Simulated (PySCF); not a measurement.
**How the method changes the constants of CaB**

State: doublet, unpaired electrons π ↑. Set-up: Ca def2-SVP, B def2-SVP; no relativity (PySCF 2.14). De refers to Ca + B in their high-spin ground configurations, without counterpoise correction. The functionals are run spin-unrestricted. A positive dipole means Ca(−)B(+). Levels whose curve was spin-contaminated or gave no clean fit are not listed.

| Level | Re (Å) | ωe (cm⁻¹) | De (eV) | μ (D) |
| --- | --- | --- | --- | --- |
| ROHF-MP2 | 2.839 | 206 | 0.262 | n/a |
| ROHF-SCS-MP2 | 2.873 | 186 | 0.196 | n/a |
| ROHF-CCSD | 2.775 | 248 | 0.309 | n/a |
| ROHF-CCSD(T) | 2.723 | 292 | 0.452 | n/a |

The bond length runs from 2.723 Å (ROHF-CCSD(T)) to 2.873 Å (ROHF-SCS-MP2). De spans 0.20 eV (ROHF-SCS-MP2, perturbation theory) to 0.45 eV (ROHF-CCSD(T), coupled cluster).

Correlated steps freeze 6 core orbitals. The bond is weak. Basis-set superposition, not corrected here, can be much of De in a small basis, most of all at correlated wavefunction levels. The CCSD T1 diagnostic is raised, a sign that a single reference may not be enough here. The state is the lowest determinant that a PBE0 search found; another state may lie lower at other levels.

The whole job (state search and all levels along the bond) took about 1.5 min on 1 thread of Arm Neoverse V1 (shared host), peak memory 0.44 GiB.
